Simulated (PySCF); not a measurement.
An unknown shows these calculated signals:

¹H NMR (400 MHz, computed): δ 6.58 (m, 1H), 5.30 (s, 3H), 5.07 (m, 2H), 4.98 (s, 2H).

¹³C{¹H} NMR (computed): δ 126.4 (CH).

How the numbers were obtained: GFN2-xTB structure, shieldings: GIAO PBE0/pcSseg-1, in PySCF 2.14 (one computed conformer, non-relativistic, no solvent, equivalent nuclei averaged).

Shifts are taken against calculated references (same method and geometry level): TMS for ¹H (σ = 31.72 ppm) and ¹³C (σ = 186.93 ppm).

Question: Which of these does the molecule contain: a heteroaromatic ring, a Si–CH3 group, a Si–H bond, a three-membered ring?

Answer: 
- A heteroaromatic ring: no.
- A Si–CH3 group: no.
- A Si–H bond: yes (δH 5.07 (m)).
- A three-membered ring: no.

The data belong to `[SiH2](O[SiH2]C(F)F)O[SiH3]`, CH₈F₂O₂Si₃; they needn't prove each group on their own.

Carbon signals by region: 1 in the sp2 and nitrile region (100–160 ppm).

Splittings by ¹⁹F in the carbon and heteronuclear signals aren't shown, as no couplings were computed. Shifts are as computed. Against solution values, carbons near 30 ppm lie about +3 ppm off and those near 130 ppm about +5 ppm. Of 1211 compounds with measured shifts, 218 miss one by over three times the rms of a fit or turn the order of signals round; such compounds aren't used in these exercises. Multiplicities follow the n + 1 count of equivalent neighbours, as no J values were calculated; m marks all less simple cases, F and P coupling included.
